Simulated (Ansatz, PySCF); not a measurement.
The pair A = GeH4 (SMILES [GeH4]) (first 5 atoms), B = GeH4 (SMILES [GeH4]); geometry from B3LYP-D3(BJ)/def2-TZVP.
(charge 0, multiplicity 1):
```xyz
10

Ge     0.1272    -0.0657     0.3892
H      0.5071     0.3624    -1.0363
H      1.2084    -0.9994     0.9517
H     -1.2221    -0.7975     0.3639
H      0.0164     1.1791     1.2826
Ge    -0.1267     0.0654     4.5107
H      1.3476     0.2510     4.1255
H     -0.7781    -0.9471     3.5568
H     -0.8592     1.4106     4.4042
H     -0.2208    -0.4588     5.9517
```

Frozen-core correlation. Filled d and f shells under p-block atoms count as core. CBS: X⁻³ extrapolation of the correlation energy, Hartree–Fock from the larger set. MP2 and its Hartree–Fock in aug-cc-pVTZ are density fitted.

Run with Ansatz (Gaussian orbitals); PySCF for the dispersion terms. Values without a source in brackets are computed.

The monomers are drawn apart, rigid, along the line of their centres of mass. Counterpoise-corrected interaction energies (kcal/mol):

```json
[
 {"level": "PBE-D3(BJ)/def2-TZVPPD", "R = 5.784 Å": "-0.2905", "R = 7.436 Å": "-0.0487"},
 {"level": "wB97M-V/def2-TZVPPD", "R = 5.784 Å": "-0.2165", "R = 7.436 Å": "-0.0390"},
 {"level": "MP2/CBS(aug-cc-pVDZ, aug-cc-pVTZ) + ΔCCSD(T)/aug-cc-pVDZ", "R = 5.784 Å": "-0.2069", "R = 7.436 Å": "-0.0398"}
]
```

Question: R is the distance of the centres of mass. Find the local exponent m of E ∝ R⁻ᵐ between the two points.

Answer: 
m = ln(E₁/E₂)/ln(R₂/R₁): PBE-D3(BJ)/def2-TZVPPD 7.1; wB97M-V/def2-TZVPPD 6.8; MP2/CBS(aug-cc-pVDZ, aug-cc-pVTZ) + ΔCCSD(T)/aug-cc-pVDZ 6.6. For scale, two fixed dipoles give m = 3, dipole and quadrupole 4, quadrupoles 5, and dispersion or dipole-induced dipole 6 at long range; at these distances several terms mix, and what is left of overlap and damping shifts m, so it need not match one of them.

Ansatz is a first-principles code.
